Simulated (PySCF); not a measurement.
**Shapes and spin states of AuS₂⁻**

Method: PBE0 in PySCF with Au def2-SVPD with ECP60, S def2-SVPD; scalar-relativistic core potentials, no spin–orbit coupling; density-fitted integrals.

Relaxations began from a few typed shapes and spin states; open shells are unrestricted. The search is not exhaustive: other isomers or separated fragments can lie lower, and high-lying points may rest on an excited occupation.

```csv
spin,group,bonds,angles,imaginary modes (cm⁻¹),ΔE (kJ/mol),ΔE with ZPE (kJ/mol)
triplet,D∞h,Au–S 2.215 Å (×2),S–Au–S 180.0°,none,0.0,0.0
"singlet (closed shell, unstable to spin polarisation)",C2v,"Au–S 2.432 Å (×2), S–S 2.314 Å","Au–S–S 61.6° (×2), S–Au–S 56.8°",none,150.0,147.7
```

The lowest minimum found is the triplet D∞h: Au–S 2.215 Å (×2); S–Au–S 180.0°.

Formally Au is in oxidation state +3, d8, with 2 unpaired electrons (the high-spin count). The Mulliken spin on Au is 0.20, so most of the spin sits on the ligands and the formal count fails. The polar-tensor charge on Au, 0.16, is far below the formal one.

For the lowest minimum: open d and f shells are described by one determinant, and the ground state may have another occupation or spin. The lowest empty level of this anion is unbound, so it and the gap depend on the basis. No spin–orbit coupling is included, which matters more the heavier the element.
